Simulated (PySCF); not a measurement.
A species of formula Ge2H7N has this rotational fingerprint, computed with PBE0-D3(BJ)/def2-SVP geometry optimisation, gas phase (PySCF):

- Rotational constants: A = 21223, B = 1174, C = 1145 MHz
- Dipole components: |μa| = 0.00 D, |μb| = 0.57 D, |μc| = 0.34 D
- Inertial defect: -12.80 u·Å²
- κ: -1.00

Question: Which candidate fits, each taken in the one conformer that was computed?
A. `[NH2:1][GeH2:2][GeH3:3]` with H–N1–Ge2–Ge3 180° and -57°
B. `[GeH3][NH][GeH3]`

Answer: B. It is [GeH3][NH][GeH3], a near-prolate asymmetric top, point group Cs. The candidates at the same level (rigid rotor, commonest isotopes):

```csv
SMILES,A (MHz),B (MHz),C (MHz),μa (D),μb (D),μc (D),Δ (u·Å²),point group,rotor
[GeH3][NH][GeH3],21223,1174,1145,0.00,0.57,0.34,-12.80,Cs,near-prolate asymmetric top
[NH2][GeH2][GeH3],9941,1714,1522,0.86,0.19,0.90,-13.66,–,near-prolate asymmetric top
```

`[NH2][GeH2][GeH3]` has A 53 % too low. In the right answer the mirror of this Cs structure is the bc plane, so μa vanishes by symmetry. No structure here is proved a minimum.
